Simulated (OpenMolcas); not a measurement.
What dynamic correlation does to the levels of Zn

* Program: OpenMolcas
* Basis: ANO-RCC-VDZP [5s4p2d1f]
* Scalar Hamiltonian: DKH2, point nucleus
* Active space: 2 electrons in 4 orbitals (4s 4p)
* State averaging: 2S+1 = 3 even, 3 roots; 2S+1 = 1 even, 1 root; 2S+1 = 3 odd, 3 roots; 2S+1 = 1 odd, 3 roots
* Spin-orbit coupling: RASSI with atomic mean-field integrals over the reference wave functions, term energies averaged over their components

Methods on the same reference wave functions:
A. CASSCF
B. SS-CASPT2, IPEA 0.25 Eh, imaginary shift 0.1 Eh (closed shells correlated: 3d)

Energies in cm⁻¹ above 4s² ¹S₀, the measured ground level; measured values from NIST Handbook of Basic Atomic Spectroscopic Data.

```tsv
Level	A	B	Measured
4s² ¹S₀	0.0	0.0	0.0
4s 4p ³P°₀	28657	30880	32311
4s 4p ³P°₁	28813	31036	32501
4s 4p ³P°₂	29127	31351	32890
4s 4p ¹P°₁	52942	52858	46745
```

Deviations, from unrounded energies. A percentage is the sum of absolute deviations over the sum of measured energies, with the sign that they share, or ± where signs differ.

```csv
Against measurement,Levels,A,B
mean absolute deviation (cm-1),4,4300,2600
other configurations (%),4,±12.0,±7.3
```

B lies closest to measurement on these levels. The largest miss of B in the table is 4s 4p ¹P°₁, by +6100 cm-1. The ranking rests on the paired levels alone, and a cruder setting can come out closer through cancelling errors.

The lowest spin-free term lies below A's lowest term by 0.406 hartree in B.

Without dynamic correlation excited terms often stand tens of per cent too high (terms of higher spin than the ground term too low), and those without a measured partner can miss by more than the paired ones (holds for A). Computed and measured levels are paired by configuration, term and J; levels that our copy of the source lacks, or whose pairing is in doubt (as where it misses far off the trend of its configuration), stay unpaired and out of the deviations. Only configurations of the active space appear. Levels that lie high or do not pair safely by name in every column are left out.

° marks odd parity.
